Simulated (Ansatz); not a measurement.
A CCSD(T) single point on `F[CH2][InH][SiH3]`.

```yaml
crystal:
  periodic: [false, false, false]
  atoms:
    - {symbol: F, position_ang: [-1.033883, 2.298354, -1.974788]}
    - {symbol: C, position_ang: [-1.175268, 1.373648, -0.946452]}
    - {symbol: In, position_ang: [0.668430, 0.260915, -0.578661]}
    - {symbol: Si, position_ang: [0.739534, -1.522555, 1.284875]}
    - {symbol: H, position_ang: [-1.484699, 1.913268, -0.044819]}
    - {symbol: H, position_ang: [-1.989315, 0.690895, -1.213068]}
    - {symbol: H, position_ang: [2.046727, 0.617915, -1.555966]}
    - {symbol: H, position_ang: [1.678114, -1.100223, 2.363164]}
    - {symbol: H, position_ang: [1.224142, -2.828471, 0.755785]}
    - {symbol: H, position_ang: [-0.590683, -1.754947, 1.912930]}
basis:
  gaussian: {orbitals: def2-TZVPP}
correlation: {method: ccsd_t}
```

```sh
$ ansatz run in.yaml --threads 4 --pin off --events-out ev --progress --plain --max-ram 10444MiB
```

Log, shortened:

```
Functional definition: HF
1578 factors; integrals over basis functions are off by at most 1.1e-3 eV
mean field evaluation 1: about -16840.6830 eV, gradient 2.6e1 eV
mean field evaluation 2: about -16840.7910 eV, gradient 2.6e1 eV
mean field evaluation 4: about -16842.9138 eV, gradient 3.6e0 eV
mean field evaluation 8: about -16842.9650 eV, gradient 2.8e-1 eV
mean field evaluation 16: about -16842.9653 eV, gradient 1.4e-6 eV
mean field -16842.96533890 eV, -618.9675596325 hartree, gradient 1.4e-6 eV, S^2 0.000000; 0 other end points of the search recorded, 0 dependent functions left out
11 core orbitals not correlated: weight in the atoms' cores, before any rotation towards them, 1.000 or more for the frozen orbitals, at most 0.000 for the correlated occupied ones
reference -16842.96533890 eV, -618.9675596325 hartree; 17, 17 occupied and 210, 210 virtual orbitals, 1578 factors
second order -22.92914402 eV of doubles, -0.00000000 eV of singles
cycle   1  -23.21083449 eV  change   -2.8e-1 eV  update   1.1e-1
cycle   2  -23.82206088 eV  change   -6.1e-1 eV  update   3.4e-2
cycle   3  -23.93712409 eV  change   -1.2e-1 eV  update   1.8e-2
cycle   4  -23.92794860 eV  change    9.2e-3 eV  update   4.7e-3
cycle   5  -23.92410316 eV  change    3.8e-3 eV  update   2.3e-3
cycle   6  -23.92459076 eV  change   -4.9e-4 eV  update   6.5e-4
cycle   7  -23.92448245 eV  change    1.1e-4 eV  update   2.9e-4
cycle   8  -23.92435449 eV  change    1.3e-4 eV  update   1.1e-4
cycle   9  -23.92437357 eV  change   -1.9e-5 eV  update   4.4e-5
cycle  10  -23.92441211 eV  change   -3.9e-5 eV  update   1.8e-5
perturbative correction -0.76187635 eV, -0.0279984395 hartree
Total energy: -16867.65162736 eV, -619.8747640005 hartree
```

Hardware: 4 threads of an Arm Neoverse V2 on a shared host. Wall time 2.4 min, peak host memory 4.8 GiB.

Correlation energy per correlated electron: -0.726 eV. T1 diagnostic: 0.0133.
